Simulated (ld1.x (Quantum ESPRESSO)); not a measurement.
u(r) = r·R(r): atom against pseudo-atom (hydrogen (H))

Columns: radius, all-electron u(r) and pseudo u(r) of the 1s shell (level -6.49 eV) of hydrogen in the configuration 1s1; PBE, scalar-relativistic, TM scheme, ld1.x (Quantum ESPRESSO) 7.5.

| r (bohr) | all-electron | pseudo |
| --- | --- | --- |
| 0.040 | 0.0738 | 0.0640 |
| 0.080 | 0.1417 | 0.1272 |
| 0.120 | 0.2040 | 0.1887 |
| 0.160 | 0.2611 | 0.2477 |
| 0.200 | 0.3133 | 0.3033 |
| 0.240 | 0.3610 | 0.3551 |
| 0.280 | 0.4043 | 0.4024 |
| 0.320 | 0.4436 | 0.4451 |
| 0.360 | 0.4792 | 0.4830 |
| 0.400 | 0.5113 | 0.5162 |
| 0.440 | 0.5401 | 0.5452 |
| 0.480 | 0.5658 | 0.5703 |
| 0.520 | 0.5887 | 0.5922 |
| 0.560 | 0.6090 | 0.6113 |
| 0.600 | 0.6269 | 0.6281 |
| 0.640 | 0.6424 | 0.6430 |
| 0.680 | 0.6558 | 0.6560 |
| 0.720 | 0.6673 | 0.6673 |
| 0.760 | 0.6770 | 0.6770 |
| 0.800 | 0.6849 | 0.6849 |
| 0.840 | 0.6913 | 0.6913 |
| 0.880 | 0.6963 | 0.6963 |
| 0.920 | 0.6999 | 0.6999 |
| 0.960 | 0.7022 | 0.7022 |
| 1.000 | 0.7035 | 0.7035 |
| 1.040 | 0.7036 | 0.7036 |

Question: How many radial nodes do the two functions have?

Answer: The all-electron 1s function has n − l − 1 = 0; the pseudo-wave has 0.

Question: At about which radius was the pseudo-wave matched?

Answer: 0.80 bohr. The columns agree to 0.0005 from 0.68 bohr on; several derivatives are matched, so the curves merge somewhat inside the radius.

Question: Is the pseudo-wave norm-conserving?

Answer: Yes: the TM scheme keeps the norm inside the radius equal to the all-electron one, which fixes the energy derivative of the logarithmic derivative at the level.
